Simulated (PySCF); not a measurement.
Species: C4H11F3Si3.
SMILES with atom numbers: `[F:1][CH:2]([F:3])[C@@H:4]1[CH2:5][SiH2:6][SiH2:7][C@@H:8]([F:9])[SiH2:10]1`

Geometry (GFN2-xTB, Å), atoms numbered from 1 in this order:
```xyz
21
C4H11F3Si3 angstrom
F     -0.1652    0.6441   -1.9182
C     -1.4221    0.2910   -1.5215
F     -1.8300   -0.6439   -2.4170
C     -1.4296   -0.2650   -0.1181
C     -1.2085    0.8501    0.9054
Si     0.4476    1.8127    0.7807
Si     2.1959    0.2996    0.6751
C      1.5581   -1.2286   -0.3214
F      2.3897   -2.3236   -0.0469
Si    -0.2415   -1.7693    0.0412
H     -2.0590    1.1801   -1.6583
H     -2.4426   -0.6616    0.0186
H     -1.2706    0.4043    1.8999
H     -2.0391    1.5594    0.8420
H      0.3438    2.7727   -0.3255
H      0.4741    2.6410    1.9978
H      3.4223    0.7768    0.0234
H      2.5977   -0.2475    1.9791
H      1.6889   -1.0462   -1.3926
H     -0.3414   -2.2107    1.4367
H     -0.6773   -2.8185   -0.8809
```

Probes without a nucleus sit at each ring's centroid and 1 Å off its mean plane on both sides; NICS is minus the shielding there, NICSzz its component along the normal. Level: GIAO PBE0/pcSseg-1 (PySCF, non-relativistic, gas phase) on the GFN2-xTB geometry, one conformer.

Ring bond lengths (Å), with Mayer bond orders in brackets: C4–C5 1.530 (1.02), C5–Si6 1.920 (0.89), Si6–Si7 2.315 (0.90), Si7–C8 1.933 (0.86), C8–Si10 1.914 (0.89), Si10–C4 1.923 (0.81).

**Question.** Give the NICS values of each ring in ppm.

**Answer.** 
```json
{"ring": "C4–C5–Si6–Si7–C8–Si10", "type": "6-membered ring with 3 Si; formal bonds all single", "NICS(0)": "-3.1", "NICS(1), two faces": "-1.6 / -3.5", "NICS(1)zz, two faces": "3.4 / -5.5", "rms pucker (Å)": "0.26", "centre to ring atoms, mean (Å)": "1.86"}
```

**Question.** What do they say, and how far can they be read as aromaticity?

**Answer.** 
- C4–C5–Si6–Si7–C8–Si10: mean NICS(1)zz -1.1 ppm, near zero. C4, C5, Si6, Si7, C8, Si10 have four or more neighbours, and the NICS criterion for π rings isn't applied. The two faces differ by 8.9 ppm, so no symmetry operation interchanges them.
